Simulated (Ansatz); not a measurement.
Coupled-cluster run, CH₇FGeO₂Si (`CO[SiH](F)[O][GeH3]`).

```yaml
crystal:
  periodic: [false, false, false]
  atoms:
    - {symbol: C, position_ang: [0.420661, -2.211244, 0.581115]}
    - {symbol: O, position_ang: [0.407189, -0.833470, 0.275518]}
    - {symbol: Si, position_ang: [-0.107867, -0.182786, -1.123878]}
    - {symbol: F, position_ang: [-1.574794, -0.732856, -1.424255]}
    - {symbol: O, position_ang: [-0.123252, 1.413036, -0.953189]}
    - {symbol: Ge, position_ang: [-0.233023, 2.491336, 0.466486]}
    - {symbol: H, position_ang: [-0.587255, -2.634754, 0.543313]}
    - {symbol: H, position_ang: [1.063405, -2.766526, -0.110383]}
    - {symbol: H, position_ang: [0.814766, -2.331380, 1.591139]}
    - {symbol: H, position_ang: [0.723302, -0.578452, -2.274137]}
    - {symbol: H, position_ang: [-1.344223, 1.975459, 1.391290]}
    - {symbol: H, position_ang: [1.132095, 2.488200, 1.166427]}
    - {symbol: H, position_ang: [-0.570606, 3.868633, -0.114645]}
basis:
  gaussian: {orbitals: def2-SVP}
correlation: {method: ccsd_t}
```

```sh
$ ansatz run in.yaml --threads 3 --pin off --events-out ev --progress --plain --backend cuda
```

The program prints (abridged):

```
Functional definition: HF
1367 factors; integrals over basis functions are off by at most 1.5e-3 eV
mean field evaluation 1: about -72241.8632 eV, gradient 4.6e1 eV
mean field evaluation 2: about -72241.9057 eV, gradient 4.6e1 eV
mean field evaluation 4: about -72246.0937 eV, gradient 3.6e0 eV
mean field evaluation 8: about -72246.1358 eV, gradient 2.4e-1 eV
mean field -72246.13594104 eV, -2654.9965256433 hartree, gradient 1.5e-6 eV, S^2 0.000000; 0 other end points of the search recorded, 0 dependent functions left out
18 core orbitals not correlated: weight in the atoms' cores, before any rotation towards them, 1.000 or more for the frozen orbitals, at most 0.000 for the correlated occupied ones
reference -72246.13594104 eV, -2654.9965256433 hartree; 24, 24 occupied and 99, 99 virtual orbitals, 1367 factors
second order -27.63998282 eV of doubles, -0.00000000 eV of singles
cycle   1  -27.85945408 eV  change   -2.2e-1 eV  update   1.2e-1
cycle   2  -28.61386148 eV  change   -7.5e-1 eV  update   3.4e-2
cycle   3  -28.77751987 eV  change   -1.6e-1 eV  update   1.7e-2
cycle   4  -28.76470222 eV  change    1.3e-2 eV  update   3.1e-3
cycle   5  -28.76447845 eV  change    2.2e-4 eV  update   1.3e-3
cycle   6  -28.76485398 eV  change   -3.8e-4 eV  update   3.3e-4
cycle   7  -28.76462819 eV  change    2.3e-4 eV  update   1.2e-4
cycle   8  -28.76457475 eV  change    5.3e-5 eV  update   3.6e-5
perturbative correction -0.64389378 eV, -0.0236626601 hartree
Total energy: -72275.54440957 eV, -2656.0772669280 hartree
```

It took 5.5 s on 3 threads of an AMD EPYC 7R13 on a shared host and a share of an NVIDIA H100 80 GB, with 0.8 GiB of host memory at the peak.

The correlation energy is -29.408 eV, 2.2 % of it from (T); the T1 diagnostic reads 0.0111.
